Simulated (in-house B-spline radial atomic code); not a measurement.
RPA and G0W0 on TPSS: neutral molybdenum

Configuration [Kr] 4d5 5s1, highest spin, mean-field start TPSS. Computed with a B-spline radial code for spherical atoms: all electrons, scalar-relativistic (spin-free one-electron X2C), finite nucleus, each spin shell either full or empty, empty states to l = 9 with an (l + 1/2)⁻⁴ tail; G0W0 by contour deformation at full frequency.

RPA overbinds a lone outer s electron by self-correlation, and G0W0 tends to as well.

Command:
```bash
python run_gw.py task.json out
```
Settings (radii: box in bohr, nucleus in fm):
```
Z                        42
electrons                42
configuration            [Kr] 4d5 5s1
hamiltonian              x2c
method                   tpss,tpss
lmax                     9
rms_radius               4.4091
spin_polarised           True
box_radius               40
intervals                73
ion_configuration        [Kr] 4d5
```

Run time, properties included: 15 s on 1 thread of Arm Neoverse N1 (shared host).

Energies (hartree):

```json
{"term": "mean-field total", "value": "-4048.25431"}
{"term": "Hartree-Fock functional on these orbitals", "value": "-4046.21752"}
{"term": "direct second order", "value": "-3.607"}
{"term": "second-order exchange", "value": "1.0795"}
{"term": "SOSEX correction", "value": "0.9761"}
```

Problem. What is the RPA correlation energy, and what remains with SOSEX?

Solution. RPA gives -3.1096 hartree (-2.01 eV per electron); RPA + SOSEX gives -2.1335, and the second-order doubles -2.5275 hartree (no singles). RPA lacks exchange-type terms and so overcorrelates at short range.

Quasi-particle levels (eV):

| level | occupied | mean field | Σx - vxc | Σc | QP weight | G0W0 |
| --- | --- | --- | --- | --- | --- | --- |
| 5s up | yes | -4.525 | -2.21 | ? | ? | ? |
| 5s down | no | -1.905 | 3.93 | -2.52 | 0.845 | -0.493 |

G0W0 = mean field + (Σx - vxc) + Σc, with Σc (partial-wave tail included) taken at the quasi-particle energy. Only the outer levels were computed. Levels of low weight are left out.

Problem. Where does G0W0 put 5s up?

Solution. At -7.589 eV, with Σc = -0.85 eV and a quasi-particle weight of 0.791. The tabulated removal energy is 7.092 eV (NIST, measured); the calculation leaves out spin-orbit coupling, Breit and QED terms, and what these don't explain is the method's own error.

Problem. What does it cost to remove one electron (to [Kr] 4d5) by differences of total energies, each species on its own start (correlation terms add to the Hartree-Fock functional)?

Solution. TPSS 7.270 eV, Hartree-Fock functional 6.151 eV, + RPA 7.704 eV, + RPA + SOSEX 6.834 eV, + second order 7.807 eV. Tabulated: 7.092 eV (NIST, measured); the calculation leaves out spin-orbit coupling, Breit and QED terms, and what these don't explain is the method's own error.
